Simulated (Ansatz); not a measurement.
This geometry of C₂H₅ClF₂Si (11 atoms, charge 0, multiplicity 1) is a first-order saddle point.

All numbers below come from RHF/def2-SVP in Ansatz.

```xyz
11
Properties=species:S:1:pos:R:3
C 0.451 -1.344 -0.778
Si -0.616 -0.311 0.338
F -2.069 -0.121 -0.324
C 0.192 1.423 0.583
F 1.359 1.477 -0.100
Cl -0.860 2.753 0.034
H 0.580 -0.854 -1.745
H 0.000 -2.324 -0.945
H 1.441 -1.490 -0.340
H -0.826 -0.900 1.673
H 0.413 1.634 1.626
```

Question: Which two structures does it join? (They come from a converged band through this point; their orientation in space is the band's.)

Answer: No bond is made or broken. The dihedral F3–Si2–C4–Cl6 goes from -65 to 54°.

Image 0:

```xyz
11
Properties=species:S:1:pos:R:3
C 0.260 -1.202 -1.013
Si -0.519 -0.373 0.454
F -2.098 -0.152 0.214
C 0.209 1.371 0.740
F 1.522 1.243 1.046
Cl 0.052 2.379 -0.728
H 0.101 -0.615 -1.919
H -0.164 -2.196 -1.164
H 1.336 -1.310 -0.858
H -0.361 -1.130 1.708
H -0.272 1.928 1.538
```

Image 10:

```xyz
11
Properties=species:S:1:pos:R:3
C 0.509 -1.401 -0.691
Si -0.601 -0.286 0.303
F -2.008 -0.130 -0.461
C 0.179 1.452 0.436
F 0.513 1.908 -0.792
Cl -0.953 2.601 1.203
H 0.707 -0.963 -1.671
H 0.044 -2.377 -0.840
H 1.466 -1.556 -0.186
H -0.866 -0.771 1.667
H 1.076 1.466 1.052
```

Question: How far does it lie above each of them?

Answer: 0.143 eV above the first and 0.078 eV above the second. This is the barrier of this one path; another mechanism may lie lower.

Time of the run: 120 s on 2 threads of Intel(R) Xeon(R) Platinum 8375C CPU @ 2.90GHz (Ice Lake), with other jobs on the host, peak memory 0.29 GiB.
